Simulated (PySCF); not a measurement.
Mg(iPr)(OH) (C3H8MgO), SMILES C[CH](C)[Mg][OH].

Geometry optimised at PBE-D3(BJ)/def2-SVP. Other conformers were not sampled.

These are PySCF with PBE-D3(BJ)/def2-SVP values and carry that method's errors.

Frequencies are harmonic and unscaled.

```
mode  ν (cm⁻¹)  IR (km/mol)  moving atoms (share of kinetic energy)
----  --------  -----------  --------------------------------------
1           15        112.8                 H 45 %, O 35 %, Mg 15 %
2           88         17.2                          H 56 %, C 32 %
3           91         15.0         Mg 40 %, O 31 %, H 18 %, C 12 %
4          178        114.8                          H 87 %, O 12 %
5          215         12.3                 Mg 44 %, C 33 %, H 21 %
6          225         17.8         H 36 %, Mg 29 %, C 25 %, O 10 %
7          253          0.0                                  H 98 %
8          265          3.3                          H 74 %, C 13 %
9          352         11.2                          C 56 %, H 40 %
10         445          2.5                  C 54 %, H 29 %, O 12 %
11         783         72.0                         Mg 47 %, O 42 %
12         872          8.5                          C 64 %, H 35 %
13         882          1.9                          H 87 %, C 13 %
14         922         17.6                           H 91 %, C 8 %
15         952          1.4                          H 76 %, C 24 %
16        1076          5.4                          C 72 %, H 28 %
17        1119         10.1                          C 55 %, H 45 %
18        1146         10.5                          H 64 %, C 36 %
19        1277          1.5                          H 76 %, C 24 %
20        1333          0.3                          H 79 %, C 21 %
21        1348          7.1                          H 80 %, C 20 %
22        1402          0.4                                  H 97 %
23        1417          6.3                                  H 96 %
24        1423          6.8                                  H 96 %
25        1431          4.9                                  H 97 %
26        2906        110.6                                  H 96 %
27        2907         40.5                                  H 96 %
28        2939         11.0                                  H 93 %
29        2986         48.6                           H 92 %, C 8 %
30        2987          8.3                           H 92 %, C 8 %
31        3026         17.4                           H 91 %, C 9 %
32        3027         34.8                           H 91 %, C 9 %
33        3905         65.5                                  H 94 %
```
